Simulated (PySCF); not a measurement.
**Arsenic: a sound run and one with changed settings**

Sound run: As²⁺ [Ar] 3d10 4s2 4p1, As³⁺ [Ar] 3d10 4s2. Calculation: PySCF 2.14, in cc-pVTZ-DK (6s5p3d1f, 43 functions); the spin-free X2C one-electron Hamiltonian (Gaussian nucleus). The sound run starts from symmetry-adapted Hartree-Fock orbitals and uses a fine grid where one is needed.

Changed run: 14 angular points. This setting is unsound on purpose.

| species | method | sound run (hartree) | changed run (hartree) | converged |
| --- | --- | --- | --- | --- |
| As²⁺ | UHF | -2258.00776 | -2258.00776 | yes |
| As²⁺ | r2SCAN | -2259.63314 | -2259.63334 | yes |
| As²⁺ | PBE0 | -2259.39353 | -2259.39342 | yes |
| As³⁺ | UHF | -2256.99762 | -2256.99762 | yes |
| As³⁺ | r2SCAN | -2258.59274 | -2258.59274 | yes |
| As³⁺ | PBE0 | -2258.36032 | -2258.36032 | yes |

Ionisation energy of As²⁺:

```csv
method,sound run (eV),changed run (eV)
UHF,27.487,27.487
r2SCAN,28.311,28.316
PBE0,28.115,28.112
```

A coarse angular grid integrates products of high-l functions wrongly, so density functionals can shift, and the SCF can exploit the error; Hartree-Fock and MP2 need no grid.

For comparison, NIST gives 28.349 ± 0.012 eV between the lowest levels.
